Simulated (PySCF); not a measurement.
# `[Cl][Co-3]([Cl])([Cl])([Cl])([Cl])[Cl]`, [Cl₆Co]3-, charge -3

Geometry:
| atom | x (Å) | y (Å) | z (Å) |
| --- | --- | --- | --- |
| Co1 | 0.000 | 0.000 | 0.000 |
| Cl2 | -0.018 | -0.009 | 2.267 |
| Cl3 | 0.018 | 0.010 | -2.267 |
| Cl4 | 2.267 | 0.005 | 0.019 |
| Cl5 | -2.267 | -0.005 | -0.019 |
| Cl6 | -0.005 | 2.267 | 0.010 |
| Cl7 | 0.006 | -2.267 | -0.010 |

Total charge -3.

Computed with PySCF, GIAO PBE0/def2-SVP (def2-TZVP on Co) magnetisability, rotational g tensor and spin-rotation constants, non-relativistic, gas phase. Geometry: GFN2-xTB.

For an ion the centre-of-mass motion in the field is neglected. The highest occupied orbital is unbound at this level, so the values depend on the basis.

(1) Give the nuclear spin-rotation constants along the inertial axes (H = +C I·J) beside the isotropic shieldings.

## Answers

(1) Rotational constants 0.7030, 0.7029, 0.7027 GHz.
```tsv
atom	isotope	Caa (kHz)	Cbb (kHz)	Ccc (kHz)	mean (kHz)	σ (ppm)
Co1	59Co	28.751	28.748	28.739	28.746	-26228.1
Cl2	35Cl	-0.122	-0.122	-0.122	-0.122	1443.1
Cl3	35Cl	-0.122	-0.122	-0.122	-0.122	1443.0
Cl4	35Cl	-0.122	-0.122	-0.122	-0.122	1443.1
Cl5	35Cl	-0.122	-0.122	-0.122	-0.122	1443.0
Cl6	35Cl	-0.122	-0.122	-0.122	-0.122	1442.9
Cl7	35Cl	-0.122	-0.122	-0.122	-0.122	1443.2
```
Where two moments of inertia are equal or nearly so, the constants along those axes are given as their average.
For the geometry as given, no vibrational averaging.
